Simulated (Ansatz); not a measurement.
Cost and result for the atomization energy of CH8AlNSi, SMILES `NC[SiH2][AlH2]` (12 atoms, 11 bonds).

Z-matrix (Å, degrees):
```
C
Si 1 1.893
N 1 1.456 2 111.4
H 1 1.103 2 108.4 3 127.3
H 1 1.096 2 107.1 3 -118.9
Al 2 2.458 1 113.5 3 -178.4
H 2 1.498 1 107.8 3 -57.3
H 2 1.493 1 109.6 3 57.5
H 3 1.013 1 111.3 2 177.1
H 3 1.012 1 111.0 2 57.8
H 6 1.592 2 121.3 1 0.4
H 6 1.590 2 120.5 1 -179.7
```

The species carries charge 0 and has multiplicity 1. All single points use the PBE0-D4/def2-TZVP geometry. It is one conformer, not always the lowest. Program: Ansatz. All runs use 4 threads of an Arm Neoverse V2 on a shared host. Times are those of one run each, without the atoms' runs, and a repeat can differ threefold. Electronic energies, without spin–orbit coupling; frozen cores. CCSD(T)/CBS adds CCSD(T) − MP2 in def2-TZVPP to the MP2 limit, and its time is that of the two runs behind it. T1 = 0.011. B3LYP takes the VWN-RPA correlation (the form of Gaussian; ORCA's B3LYP/G).

CCSD(T)/CBS is a level of theory with its own doubt, some kJ/mol a heavy atom from the limit and from the frozen cores, so smaller differences don't rank the functionals.

| level | functions | wall time |
| --- | --- | --- |
| PBE-D4/def2-TZVPP (with forces) | 258 | 2 s |
| PBE0-D4/def2-TZVPP | 258 | 2.1 s |
| B3LYP-D4/def2-TZVPP (with forces) | 258 | 3.4 s |
| r2SCAN-D4/def2-TZVPP (with forces) | 258 | 3.6 s |
| B2PLYP/def2-TZVPP | 258 | 3.9 s |
| ωB97X-V/def2-TZVPP | 258 | 6 s |
| ωB97M-V/def2-TZVPP (with forces) | 258 | 8.5 s |
| MP2/def2-QZVPP | 494 | 15 s |
| CCSD(T)/def2-TZVPP | 258 | 70 s |
| CCSD(T)/CBS(def2) | – | 85 s |

(1) What atomization energy does each give, and how far from CCSD(T)/CBS? (Best estimate.)

Answers

(1) Computed: 
| level | atomization (kcal/mol) | difference from CCSD(T)/CBS | per bond |
| --- | --- | --- | --- |
| PBE-D4/def2-TZVPP (with forces) | 893.6 | 3.1 | 0.3 |
| PBE0-D4/def2-TZVPP | 884.7 | -5.8 | -0.5 |
| B3LYP-D4/def2-TZVPP (with forces) | 891.1 | 0.6 | 0.1 |
| r2SCAN-D4/def2-TZVPP (with forces) | 887.3 | -3.2 | -0.3 |
| B2PLYP/def2-TZVPP | 877.6 | -12.9 | -1.2 |
| ωB97X-V/def2-TZVPP | 896.3 | 5.8 | 0.5 |
| ωB97M-V/def2-TZVPP (with forces) | 891.3 | 0.8 | 0.1 |
| MP2/def2-QZVPP | 878.6 | -11.9 | -1.1 |
| CCSD(T)/def2-TZVPP | 866.1 | -24.4 | -2.2 |
| CCSD(T)/CBS(def2) | 890.5 | 0.0 | 0.0 |

In def2-TZVPP, CCSD(T) changes the Hartree–Fock value by +219.3 kcal/mol (the triples alone add +9.9 kcal/mol) and MP2 by +217.3 kcal/mol; breaking electron pairs costs correlation energy, which Hartree–Fock lacks. The D4 term adds +8.4 kcal/mol with B3LYP and +4.4 kcal/mol with PBE0; it sums over pairs of atoms, weighted by their polarisabilities, and B3LYP, whose exchange is more repulsive, gets the larger term. From PBE to PBE0 (25 % exact exchange), in def2-TZVPP and without D4, the atomization energy moves by −8.1 kcal/mol: exact exchange takes away binding that semilocal exchange gives to molecules.
